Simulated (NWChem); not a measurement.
CAlF$_{5}$; SMILES [F][Al]([F])[C](F)(F)F

```xyz
7

Al    -0.0030    -1.0086     0.0189
C     -0.0025     0.9946    -0.0358
F     -1.1367     1.4988    -0.5413
F      1.0088     1.4842    -0.7686
F      0.1328     1.4991     1.2058
F     -1.4274    -1.8363     0.0550
F      1.4285    -1.8240     0.0575
```
Atoms are numbered in this order, from 1.

Computed with NWChem. Pople sets run with spherical d functions. Coordinates come from a PBE0/def2-SVP optimisation. Atomic charges in e: unrestrained fits to the electrostatic potential beside Mulliken populations; buried atoms are poorly determined by the fit.

For level B3LYP/def2-SVP:

| Quantity | Value |
|---|---|
| ESP Al1 | 1.08 |
| Mulliken Al1 | 0.98 |
| Mulliken C2 | 0.31 |
| Mulliken F3 | -0.18 |
| Mulliken F4 | -0.18 |
| Mulliken F5 | -0.19 |

Question: Estimate the same quantities for level Hartree-Fock/6-31G*.

Answer: 
| Quantity | Result |
|---|---|
| ESP Al1 | 1.26 |
| Mulliken Al1 | 1.40 |
| Mulliken C2 | 1.02 |
| Mulliken F3 | -0.41 |
| Mulliken F4 | -0.41 |
| Mulliken F5 | -0.42 |
